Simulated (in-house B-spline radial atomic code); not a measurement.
# Correlation energy from the adiabatic connection: −Z/r, Z = 0.5, wall at 12 bohr

Two electrons in a singlet, external potential −Z/r, Z = 0.5, wall at 12 bohr (atomic units). Full CI in B-splines (partial waves to l = 8, correlation up to 0.6 % small) with the density held fixed gives W(λ) = <V_ee>_λ − U, and E_c is the integral of W(λ) − W(0) from 0 to 1.

```tsv
λ	W(λ) − W(0) (hartree)
0	0.00000
0.02	-0.00197
0.05	-0.00475
0.12	-0.01046
0.25	-0.01892
0.4	-0.02624
0.6	-0.03338
0.8	-0.03861
1	-0.04261
```

Task: Integrate the table by the trapezoid rule.

Result: The strips give -0.00002, -0.00010, -0.00053, -0.00191, -0.00339, -0.00596, -0.00720, -0.00812, which sum to -0.02723 hartree. The direct value, W(1) − W(0) + T_c with T_c = 0.01524, is -0.02737; the curve is convex, so chords lie above it and the trapezoids fall short in size by 0.51 %.

Task: Now use only three numbers: W(0) = -0.18948, the initial slope W'(0) = -0.1011 (extrapolated from the first points) and the strong-coupling limit of the point-charge-plus-continuum model, W∞ = -0.22339. What do second-order theory and the interpolation W(λ) = W∞ + (W(0) − W∞)/√(1 + 2χλ) of Seidl, Perdew and Levy give?

Result: Second order keeps the slope alone: E_c = W'(0)/2 = -0.05055, +85 % in size against -0.02737. Matching the slope fixes χ = W'(0)/(W∞ − W(0)) = -0.1011/(-0.03391) = 2.98142. Integrating, with s = √(1 + 2χ) = 2.638720, E_c = −(W(0) − W∞)(s − 1)/(s + 1) = −0.03391 × 1.638720/3.638720 = -0.01527 hartree, -44.2 % in size against the full result. At λ = 1 the formula gives W − W(0) = -0.02106 against -0.04261. Part of the miss can come from the model's W∞, which here lies above the computed W at λ = 10, -0.26048.
